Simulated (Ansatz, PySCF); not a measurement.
This PySCF input computes a B3LYP/def2-TZVPD energy:

```python
from pyscf import gto, scf, dft

mol = gto.M(
    atom='''
    Si    0.01682677    0.02100607    1.18504847
    Br    0.95298677   -1.49153430   -0.22422480
    Br   -0.95971748    1.48313187   -0.24979458
    ''',
    basis='def2-tzvpd',
    charge=0,
    spin=0,
    verbose=4,
)

mf = dft.RKS(mol, xc='b3lyp').density_fit(auxbasis='def2-universal-jkfit')
mf.grids.level = 3
mf.conv_tol = 1e-9
mf.max_cycle = 100
mf.max_memory = 1500
mf.kernel()
if not mf.converged:
    mf = mf.newton()
    mf.kernel(mf.make_rdm1())
mf.analyze()
```

Q: Write an input for the same energy in Ansatz (a first-principles code) and say what it gives.

A: 
Ansatz 0.2 input:
```yaml
crystal:
  periodic: [false, false, false]
  atoms:
    - {symbol: Si, position_ang: [0.01682677, 0.02100607, 1.18504847]}
    - {symbol: Br, position_ang: [0.95298677, -1.49153430, -0.22422480]}
    - {symbol: Br, position_ang: [-0.95971748, 1.48313187, -0.24979458]}
basis:
  gaussian:
    orbitals: def2-TZVPD
hamiltonian:
  xc: {name: B3LYP}
output: {forces: true}
```
It gives -5437.95132 Eh, and PySCF -5437.95136 Eh, a difference of 0.04 mEh, from the treatment of integrals and grids.
